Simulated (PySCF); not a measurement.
BH3N, SMILES [BH]N (connectivity only; charge and spin as stated), charge +1, multiplicity 1.

Coordinates come from a TPSSh-D3(BJ)/def2-TZVP optimisation. The multiplicity is an assumed one; other spin states were not compared. The isomer is the one that the SMILES or the coordinates give; other isomers of the formula were not compared.

Two levels are set side by side: TDDFT-PBE/def2-TZVPD (PySCF) and ADC(2)/aug-cc-pVDZ (PySCF). Vertical, same geometry; the bases differ. Differences are taken from unrounded values.

```csv
quantity,ADC(2)
lowest singlet excitation (eV),5.88
```

Task: What does TDDFT-PBE give, and how far is it from ADC(2)? (An estimate is asked for; the answer gives what the named calculation found.)

Result: 
```json
[
 {"quantity": "lowest singlet excitation (eV)", "TDDFT-PBE": "5.56", "TDDFT-PBE minus ADC(2)": "-0.32"}
]
```

Functionals without exact exchange tend to place singlet excitations lower, as here. Differences between two approximate levels are no errors against the true value.

Rough cost on one machine, each run with all the roots and properties that it gave: ADC(2) against TDDFT-PBE within a factor of 2.
